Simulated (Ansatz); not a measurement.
Reaction (redistribution): `F[SiH2]C[SiH](F)F` + `BC[SiH3]` → `BC[SiH2]F` + `F[SiH](F)C[SiH3]`

Gas-phase electronic energies from Ansatz, PBE0-D4/def2-TZVP geometries. CCSD(T)/CBS adds triple-zeta CCSD(T) − MP2 to the extrapolated MP2 energy (def2 sets, frozen cores). Functionals use def2-TZVPP. B3LYP here is the variant with VWN-RPA as its local correlation; programs differ in this. Each species was taken in one conformer, which may not be the lowest.

`F[SiH2]C[SiH](F)F`:

```xyz
11

F    -2.506    0.333   -1.432
Si   -1.140   -0.403   -1.033
C    -0.276    0.631    0.252
Si    1.335    0.014    0.895
F     1.135   -1.427    1.535
F     2.360   -0.149   -0.309
H    -1.491   -1.738   -0.495
H    -0.321   -0.523   -2.261
H    -0.107    1.630   -0.169
H    -0.953    0.752    1.107
H     1.965    0.878    1.912
```

`BC[SiH3]`:

Cartesian coordinates in Å:
```
B -0.511 0.611 -1.305
C 0.494 0.651 -0.149
Si 0.060 -0.805 0.986
H -0.295 -0.050 -2.280
H -1.561 1.182 -1.220
H 0.422 1.531 0.497
H 1.534 0.468 -0.434
H 0.208 -2.098 0.269
H 0.985 -0.795 2.150
H -1.335 -0.694 1.486
```

`BC[SiH2]F`:

Cartesian coordinates in Å:
```
B -1.375 0.775 0.137
C -0.410 -0.351 0.542
Si 1.176 -0.279 -0.448
F 2.108 -1.489 0.034
H -2.159 0.617 -0.755
H -1.324 1.846 0.670
H -0.796 -1.355 0.335
H -0.067 -0.282 1.581
H 1.920 0.979 -0.200
H 0.927 -0.462 -1.897
```

`F[SiH](F)C[SiH3]`:

Cartesian coordinates in Å:
```
F 0.258 2.105 -1.050
Si -0.477 1.498 0.222
F -1.994 1.251 -0.189
C 0.307 -0.098 0.689
Si 0.305 -1.453 -0.617
H -0.465 2.531 1.278
H 1.345 0.107 0.977
H -0.201 -0.477 1.584
H 1.023 -0.993 -1.832
H -1.090 -1.811 -0.979
H 0.989 -2.660 -0.083
```

```csv
level,ΔE (kJ/mol)
PBE0-D4,2.6
B3LYP-D4,2.3
ωB97X-V,1.7
r2SCAN,2.6
SCS-MP2/def2-TZVPP,2.0
CCSD/def2-TZVPP,1.9
CCSD(T)/def2-TZVPP,2.2
HF/def2-QZVPP,0.4
```

**Question.** What does CCSD(T)/CBS give? (An estimate is asked.)

**Answer.** Computed: +2.2 kJ/mol. The listed levels differ from it by 0.4, 0.1, -0.5, 0.4, -0.2, -0.3, 0.0, -1.8 kJ/mol.

Largest T1 diagnostic among the species: 0.012.

CCSD(T)/CBS has its own doubt, a few kJ/mol and more with outer-core shells, so smaller differences from it don't rank the levels.
